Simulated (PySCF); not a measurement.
# Ionisation energy of Ca⁺ by level of theory

Ca⁺ [Ar] 4s1 (2S) → Ca²⁺ [Ar] (1S), as a difference of total energies. Calculation: PySCF 2.14, in ANO-RCC-VTZP; the spin-free X2C one-electron Hamiltonian (Gaussian nucleus). Correlated levels: valence and next inner shell: [Ne] frozen. The calculations carry no spin-orbit coupling.

| method | ionisation energy (eV) |
| --- | --- |
| UHF | 11.356 |
| MP2 (valence and next inner shell) | 11.735 |
| SCS-MP2 (valence and next inner shell) | 11.658 |
| CCSD (valence and next inner shell) | 11.701 |
| CCSD(T) (valence and next inner shell) | 11.722 |
| CCSDT (valence and next inner shell) | 11.722 |

Task: How much does correlation contribute at CCSD(T) (valence and next inner shell)?

Result: 11.722 − (11.356) = 0.366 eV, measured against UHF.

Errors of the correlated levels include the incompleteness of this basis and the frozen core.

For comparison: 11.872 eV (measured; NIST Atomic Spectra Database, ionization energies).
